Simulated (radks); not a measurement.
All-electron atom: Tm II in [Xe] 4f12.5 5d0.5 6s1 (fractional occupations, a model configuration). Method: Dirac Kohn-Sham, BLYP, spin-unpolarised, spherical densities, point nucleus; open shells fill j = l - 1/2 first; computed with a radial shooting solver on a logarithmic mesh with Libxc functionals.

X-ray form factor f0, the Fourier transform of the density (f0(0) = 68):

sin(theta)/lambda (1/angstrom),f0 (electrons)
0.05,67.060
0.1,64.654
0.15,61.508
0.2,58.079
0.25,54.583
0.3,51.156
0.4,44.882
0.5,39.578
0.6,35.132
0.8,28.124
1,23.064
1.25,18.915
1.5,16.333
2,12.842
